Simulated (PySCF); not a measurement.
Species: C5H5FO.
Bonds: C1–C2, C2–O3 (double), C2–C4, C4–F5, C4–C6, C6–C7 (double), C4–C7. Hydrogens: H8, H9, H10 on C1; H11 on C6; H12 on C7.

Computed geometry: GFN2-xTB, gas phase.

Problem. Give the optimised bond lengths and angles.

Solution. 
| bond | length (Å) |
| --- | --- |
| C1–C2 | 1.501 |
| C2=O3 | 1.209 |
| C2–C4 | 1.488 |
| C4–F5 | 1.390 |
| C4–C6, C4–C7 | 1.498 |
| C6=C7 | 1.299 |
| C1–H8, C1–H9, C1–H10 | 1.087 |
| C6–H11, C7–H12 | 1.061 |

Bonds in one row agree within 0.01 Å and their mean is given. A selection of angles:
| angle | degrees |
| --- | --- |
| C2–C1–H8 | 110.1 |
| H8–C1–H9 | 110.2 |
| H9–C1–H10 | 107.4 |
| C1–C2–O3 | 124.3 |
| C1–C2–C4 | 115.6 |
| O3–C2–C4 | 120.1 |
| C2–C4–F5 | 113.9 |
| C2–C4–C6 | 122.2 |
| F5–C4–C6 | 116.7 |
| C6–C4–C7 | 51.4 |
| C4–C6–C7 | 64.3 |
| C4–C6–H11 | 143.1 |
| C7–C6–H11 | 152.6 |

Dihedral angles: C1–C2–C4–F5 0° (synperiplanar); C2–C4–C6–C7 108° (anticlinal); C2–C4–C7–C6 -108° (anticlinal).

The 3-membered ring C4–C6–C7 has internal angles of 51.4° to 64.3°. Of the pairs four or more bonds apart, F5···H10 is among the closest relative to their van der Waals radii: 2.61 Å, 98 % of the sum of Bondi's values. The C–C distances run from 1.299 Å (C6=C7, drawn double) to 1.501 Å (C1–C2, drawn single), a spread of 0.202 Å.

Point group: Cs (tolerance 0.08 Å). No frequency check. One conformer, not necessarily the lowest.
